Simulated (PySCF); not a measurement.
C₃H₁₂OSi₂, SMILES C[SiH](C)C[SiH2]O. Geometry optimised at B3LYP-D3(BJ)/def2-SVP. The structure was generated by enumeration, and PubChem lists no compound with its InChIKey, so it may never have been made. The values are those of a single conformer.

**Question.** Give the equilibrium geometry at B3LYP-D3(BJ)/def2-SVP (PySCF confirms it by a frequency run) as bond lengths and angles. (The exact figures need the calculation; the answer reports its results.)

**Answer.** One answer among several that fit: 
Atoms: C1 Si2 C3 C4 Si5 O6 H7 H8 H9 H10 H11 H12 H13 H14 H15 H16 H17 H18. Bond lengths (Å): C1–Si2 1.887, C1–H7 1.102, C1–H8 1.103, C1–H9 1.102, Si2–C3 1.886, Si2–C4 1.894, Si2–H10 1.496, C3–H11 1.102, C3–H12 1.103, C3–H13 1.102, C4–Si5 1.877, C4–H14 1.105, C4–H15 1.106, Si5–O6 1.675, Si5–H16 1.497, Si5–H17 1.486, O6–H18 0.964. Angles (°): Si2–C1–H7 111.0, Si2–C1–H8 110.8, Si2–C1–H9 111.5, H7–C1–H8 107.9, H7–C1–H9 107.8, H8–C1–H9 107.7, C1–Si2–C3 110.3, C1–Si2–C4 110.3, C1–Si2–H10 108.9, C3–Si2–C4 110.1, C3–Si2–H10 109.1, C4–Si2–H10 108.2, Si2–C3–H11 111.1, Si2–C3–H12 110.8, Si2–C3–H13 111.2, H11–C3–H12 107.9, H11–C3–H13 107.9, H12–C3–H13 107.9, Si2–C4–Si5 115.7, Si2–C4–H14 108.1, Si2–C4–H15 108.3, Si5–C4–H14 108.3, Si5–C4–H15 109.2, H14–C4–H15 106.8, C4–Si5–O6 113.0, C4–Si5–H16 108.6, C4–Si5–H17 110.4, O6–Si5–H16 110.7, O6–Si5–H17 104.9, H16–Si5–H17 109.3, Si5–O6–H18 116.8.
Charge 0, spin multiplicity 1.
